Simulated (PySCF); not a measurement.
Si(F)(Me)(SiH3)2 (CH₉FSi₃), SMILES [Si](C)([SiH3])(F)[SiH3].

Coordinates come from a PBE0-D3(BJ)/def2-SVP optimisation.

All values below come from M06-2X/def2-TZVP run with PySCF.

Isolated molecule, no solvent.

Computed frontier levels, gap, dipole moment and polarisability:
```yaml
highest_occupied_level: -8.64 eV
lowest_empty_level: 0.12 eV
orbital_gap: 8.76 eV
dipole_moment: 1.62 D
quadrupole, principal values (traceless, Buckingham form, about the centre of nuclear charge): -4.66, 0.69, 3.97 D·Å
mean_static_polarisability: 97.9 bohr³ (14.51 Å³)
polarisability_principal_values: 81.5, 98.1, 114.1 bohr³
```
